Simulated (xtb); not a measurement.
C₂H₆Mg, triplet, geometry from GFN2-xTB (such geometries of metal compounds can be far from the true shape) (a higher spin typed on purpose: for a closed-shell molecule this is an excited state). Base run: GFN2-xTB (xtb).

Geometry (Å):
```xyz
9

Mg     0.0065     0.0066     0.0093
C      1.7765     0.2754    -1.4531
H      2.4423    -0.5667    -1.2965
H      2.2498     1.2201    -1.2072
H      1.3534     0.2797    -2.4521
C     -1.7837    -0.2828     1.4427
H     -2.2675    -1.2084     1.1492
H     -2.4332     0.5760     1.3095
H     -1.3793    -0.3356     2.4480
```
Charge 0, spin multiplicity 3.
All else is at xtb's defaults.
Base energy -7.70854 Eh.

The base run was repeated with changes; each row names its change, and settings that it needs were set with it.

```csv
change,ΔE vs base (kJ/mol),G_solv (kcal/mol),SCF cycles
base,0.00,-,12
etemp = 3000,-5.36,-,12
alpb = cs2,-16.19,-3.89,12
gbsa = acetonitrile,-21.92,-5.25,12
etemp = 10000,-92.6,-,15
acc = 1000,0.32,-,7
alpb = toluene,-18.40,-4.41,12
acc = 0.1,0.00,-,14
etemp = 1000,-0.03,-,12
```

ALPB and GBSA are two models with their own fitted parameters for each solvent, which aren't always the measured dielectric constant.
